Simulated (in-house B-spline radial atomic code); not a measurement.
RPA and G0W0 on CAM-B3LYP: Be⁺

Configuration [He] 2s1, highest spin, mean-field start CAM-B3LYP. Computed with a B-spline radial code for spherical atoms: all electrons, non-relativistic, point nucleus, each spin shell either full or empty, empty states to l = 9 with an (l + 1/2)⁻⁴ tail; G0W0 by contour deformation at full frequency.

RPA overbinds a lone outer s electron by self-correlation, and G0W0 tends to as well.

Command:
```bash
python run_gw.py task.json out
```
Settings (radii: box in bohr, nucleus in fm):
```
Z                        4
electrons                3
configuration            [He] 2s1
hamiltonian              nr
method                   camb3lyp
lmax                     9
spin_polarised           True
box_radius               23.78
intervals                45
ion_configuration        1s2
```

Run time, properties included: 1.4 s on 1 thread of Arm Neoverse N1 (shared host).

Energies (hartree):

| term | value |
| --- | --- |
| mean-field total | -14.31562 |
| Hartree-Fock functional on these orbitals | -14.27569 |
| direct second order | -0.11885 |
| second-order exchange | 0.069985 |
| SOSEX correction | 0.063096 |

(1) What is the RPA correlation energy, and what remains with SOSEX?

Quasi-particle levels (eV):

```
  level  occupied  mean field  Σx - vxc     Σc  QP weight    G0W0
  2s up       yes     -16.724     -1.41      ?          ?       ?
2s down        no     -10.654      3.13  -1.56      0.919  -9.081
```

G0W0 = mean field + (Σx - vxc) + Σc, with Σc (partial-wave tail included) taken at the quasi-particle energy. Levels of low weight are left out.

(2) Where does G0W0 put 2s up?

(3) What does it cost to remove one electron (to 1s2) by differences of total energies, each species on its own start (correlation terms add to the Hartree-Fock functional)?

Results:

(1) RPA gives -0.10861 hartree (-0.985 eV per electron); RPA + SOSEX gives -0.045519, and the second-order doubles -0.048866 hartree (no singles). SOSEX takes back 58 % of the RPA value.

(2) At -18.864 eV, with Σc = -0.73 eV and a quasi-particle weight of 0.954. The tabulated removal energy is 18.211 eV (NIST, measured).

(3) CAM-B3LYP 18.611 eV, Hartree-Fock functional 18.111 eV, + RPA 18.741 eV, + RPA + SOSEX 18.187 eV, + second order 18.200 eV. Tabulated: 18.211 eV (NIST, measured).
